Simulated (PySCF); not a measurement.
## Which determinant of AlCu lies lowest?

Unrestricted PBE0; Al cc-pV(D+d)Z, Cu cc-pVDZ-PP with ECP10; scalar-relativistic core potentials (PySCF 2.14). Outer shells of the fragments: Al 3s2 3p1; Cu 3d10 4s1.

Followed along the bond (rough minima from three points):

```csv
2Ms+1,unpaired,⟨S²⟩ at the start,R at minimum (Å),Te (eV)
1,none,0.00,2.36,0.00
3,"σ ↑, π ↑",2.01,2.31,1.03
1,"σ ↑, π ↓",1.02,2.33,1.26
5,"σ ↑↑, π ↑↑",6.01,2.31,4.05
```

Solutions found at the starting distance of 2.330 Å, counted from the lowest of them; the search is not exhaustive and high or unbound solutions are not listed, so other states can lie among these:

```
2Ms+1  unpaired   term  E (eV)  ⟨S²⟩  ⟨Lz²⟩  μ (D)
    1      none    ¹Σ⁺    0.00  0.00   0.00   0.20
    3  σ ↑, π ↑     ³Π    1.03  2.01   1.01   1.31
    1  σ ↑, π ↓  mixed    1.26  1.02   1.01   1.45
    3      σ ↑↑    ³Σ⁺    2.07  2.01   0.00  -3.46
    3      π ↑↑    ³Σ⁻    3.00  2.05   0.00   2.86
    3  π ↑, δ ↑  mixed    3.08  2.01   5.01   0.86
    1  π ↑, δ ↓  mixed    3.11  1.01   5.01   0.91
    3      π ↑↑  mixed    3.19  2.01   2.01   0.87
    1      π ↑↓  mixed    3.22  1.01   2.02   2.64
    3      π ↑↑  mixed    3.31  2.01   2.01   0.99
```

A term symbol is given only where ⟨S²⟩ and ⟨Lz²⟩ are close to those of a pure state; real π, δ and φ orbitals otherwise mix terms. A positive dipole means Al(−)Cu(+).

Counting both spins, an empty level lies below a filled one in some of these solutions, because spin and occupation are held.
